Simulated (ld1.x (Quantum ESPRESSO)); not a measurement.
Before and after: TM potential for silver

silver, norm-conserving Troullier–Martins (Kleinman–Bylander form), made with ld1.x (Quantum ESPRESSO) 7.5 (LDA (PZ), scalar-relativistic). Core [Kr], reference 4d10 5s0 5p0 (charge +1). Waves: 5s (bound, empty): rc 1.70 bohr; 5p (bound, empty): rc 3.25 bohr; 4d (bound): rc 1.35 bohr; 4f channel at 0.05 Ry: rc 3.60 bohr. Local part: the f channel. Core correction: a·sin(br)/r model core inside 1.35 bohr.

Change: wave 4d (bound): rc 1.35 bohr becomes 4d (bound): rc 1.82 bohr.

Cutoffs: the cutoffs (Ry, on a coarse ladder) from which the occupation-weighted sum of valence levels, in a spherical-Bessel basis at the reference potential, stays within 10 and 1 mRy of its value at 400 Ry; they do not see the model core or the augmentation charge, which bear on the density cutoff. Errors are all-electron minus pseudo energies relative to the spin-unpolarised reference configuration.

How do hardness, ghosts and transferability respond?

The potential gets softer (80 Ry and 110 Ry → 60 Ry and 90 Ry); of the 9 tests that both files solve, the error grows in 2 and shrinks in 0 by more than 15 % and 0.3 meV (median size 14.7 → 14.5 meV); neither file shows a bound ghost. A larger radius leaves more room for a smooth pseudo-wave, so fewer plane waves are needed.

```tsv
quantity	base	changed
cutoff, loose	80 Ry	60 Ry
cutoff, tight	110 Ry	90 Ry
bound ghosts	none	none
error for 4d10 5s1 5p0, meV [ΔE -8.10 eV]	+0.9	+1.6
error for 4d9 5s0 5p0, meV [ΔE 22.38 eV]	-15	-15
error for 4d8 5s0 5p0, meV [ΔE 58.82 eV]	-166	-158
error for 4d9 5s1 5p1, meV [ΔE 0.47 eV]	-54	-49
error for 4d10 5s0.5 5p0, meV [ΔE -4.92 eV]	+0.4	+0.6
error for 4d10 5s0 5p1, meV [ΔE -4.08 eV]	-1.8	-1.6
error for 4d9 5s2 5p0, meV [ΔE -4.14 eV]	-44	-38
error for 4d10 5s1 5p0 (spin-polarised), meV [ΔE -8.25 eV]	+2.7	+3.4
error for 4d9 5s0 5p0 (spin-polarised), meV [ΔE 22.22 eV]	+20	+20
s: phases at 3.88 bohr within 0.05 rad from the reference energy up to (Ry; the scan ends near 5)	-0.0	-0.0
p: phases at 3.88 bohr within 0.05 rad from the reference energy up to (Ry; the scan ends near 5)	0.8	0.8
d: phases at 3.88 bohr within 0.05 rad from the reference energy up to (Ry; the scan ends near 5)	-0.1	-0.1
f: phases at 3.88 bohr within 0.05 rad from the reference energy up to (Ry; the scan ends near 5)	1.8	1.8
```
